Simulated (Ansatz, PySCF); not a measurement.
Noncovalent pair: SiH4 (SMILES [SiH4]) (first 5 atoms) with SiH4 (SMILES [SiH4]); geometry from B3LYP-D3(BJ)/def2-TZVP.
(charge 0, multiplicity 1):
```xyz
10

Si    -0.162    -0.038    -0.101
H      0.146     0.305    -1.508
H     -0.482    -1.480    -0.001
H     -1.318     0.760     0.362
H      1.014     0.264     0.746
Si     0.162     0.040     3.901
H      1.566    -0.401     3.749
H     -0.711    -0.791     3.041
H      0.040     1.459     3.498
H     -0.255    -0.111     5.314
```

Counterpoise-corrected where a basis set is named; no monomer relaxation. Rows marked so take none.

Rows in LANL2DZ carry no dispersion term and start afresh at each structure. LANL2DZ brings its own core potentials from Na on.

Codes used: Ansatz (Gaussian basis) for Hartree–Fock, density functionals and correlated methods; PySCF for LANL2DZ rows, the dispersion terms. Values without a source in brackets are computed.

Problem. Give the interaction energy at the level B3LYP/LANL2DZ (no counterpoise).

Solution. 0.9 kcal/mol

Problem. Estimate the interaction energy that r2SCAN/def2-TZVPPD returns for this input.

Solution. -0.5 kcal/mol

Problem. Give the interaction energy at the level PBE0-D3(BJ)/def2-TZVPPD.

Solution. -1.3 kcal/mol

Ansatz is an electronic-structure program.
